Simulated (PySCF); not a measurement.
PySCF 2.14 output of an unrestricted BHandHLYP calculation on a single atom or ion in x2c-TZVPPall (11s7p7d4f2g, 113 functions), with scalar relativity by spin-free X2C-1e:

```
SCF conv_tol = 1e-09
number electrons alpha = 36  beta = 27
    A. D. Becke.,  J. Chem. Phys. 98, 1372 (1993)
    Defined through Gaussian implementation.
cycle= 1 E= -10843.439704995  delta_E= -0.0109  |g|= 0.103  |ddm|= 0.291
cycle= 2 E= -10843.4390447732  delta_E= 0.00066  |g|= 0.13  |ddm|= 0.157
cycle= 3 E= -10843.4409255949  delta_E= -0.00188  |g|= 0.00879  |ddm|= 0.0604
cycle= 4 E= -10843.4409403483  delta_E= -1.48e-05  |g|= 0.000568  |ddm|= 0.0165
cycle= 5 E= -10843.4409409141  delta_E= -5.66e-07  |g|= 0.000243  |ddm|= 0.00256
cycle= 6 E= -10843.440941021  delta_E= -1.07e-07  |g|= 8.48e-05  |ddm|= 0.00101
cycle= 7 E= -10843.4409410258  delta_E= -4.86e-09  |g|= 1.21e-05  |ddm|= 0.000176
cycle= 8 E= -10843.4409410261  delta_E= -2.46e-10  |g|= 2.36e-06  |ddm|= 5.73e-05
converged SCF energy = -10843.4409410261  <S^2> = 24.75467  2S+1 = 10.000934
```

The run itself started from symmetry-adapted Hartree-Fock orbitals and held the occupation by maximum overlap, on a logarithmic radial grid, so the iterations belong to that start.

**Question.** Which element, charge and spin multiplicity is this?

**Answer.** Eu (europium, neutral), multiplicity 10; the state was [Xe] 4f7 5d1 6s1, high-spin 10D determinant (an excited configuration).

Spin-orbit coupling, absent here, splits the open shell strongly.
